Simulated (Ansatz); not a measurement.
Spectroscopic constants of NaTl, multiplicity 3 (an upper state: multiplicity 1 came lower at CCSD(T)/def2-TZVPP on PBE0 minima). No spin–orbit coupling.

Seven points along R, fitted to fifth degree in 1/R; most abundant isotopes. Runs in def2 and cc sets follow the lowest solution found near the PBE0 minimum.

Codes used: Ansatz (Gaussian orbitals).  In def2 rows elements past Kr take small-core potentials, without spin–orbit coupling.

```csv
level,r_e (Å),ω_e (cm⁻¹),α_e (cm⁻¹),ω_e x_e (cm⁻¹),dipole (D)
PBE/def2-TZVPP,3.141,120,0.00075,0.78,3.31
PBE0/def2-TZVPP,3.123,122,0.00078,0.85,3.77
wB97X-V/def2-TZVPP,3.103,121,0.00098,1.3,4.19
CCSD/def2-TZVPP,3.161,117,0.00078,0.92,-
CCSD(T)/def2-TZVPP,3.151,120,0.00074,0.87,-
```

Correlated levels freeze the inner cores; with def2 sets outer-core shells near the valence are correlated too.

Ansatz is a program for electronic structure.
